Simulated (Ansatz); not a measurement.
`[F][Ga]([Cl])[GeH3]` + `[SiH3][SiH2]S` → `[SiH3][SiH2][S][GeH3]` + `[F][GaH][Cl]`  (cleavage of the Ge–Ga bond)

Isolated molecules relaxed with PBE0-D4/def2-TZVP in Ansatz; ΔE leaves out vibrations. CCSD(T)/CBS is the MP2 limit (def2-TZVPP, def2-QZVPP) plus CCSD(T) − MP2 in def2-TZVPP, frozen cores. DFT in def2-TZVPP. For Ga, Ge outer-core shells are correlated without core-valence functions, which leaves a few kJ/mol of doubt a bond. Scalar relativity is left out up to krypton. Each species was taken in one conformer, which may not be the lowest.

```
       level  ΔE (kJ/mol)
      B2PLYP          0.6
HF/CBS(def2)         -8.0
```

What does CCSD(T)/CBS give? (An estimate is asked.)

The calculation gave: -3.4 kJ/mol. The listed levels differ from it by 4.0, -4.6 kJ/mol.

Largest T1 diagnostic among the species: 0.013.

From PBE to PBE0 (25 % exact exchange), in def2-TZVPP and without D4, ΔE moves by −4.3 kJ/mol. The D4 term adds −7.7 kJ/mol with B3LYP and −4.3 kJ/mol with PBE0; it sums over pairs of atoms, weighted by their polarisabilities, and B3LYP, whose exchange is more repulsive, gets the larger term.

B3LYP here is the variant with VWN-RPA as its local correlation; programs differ in this.
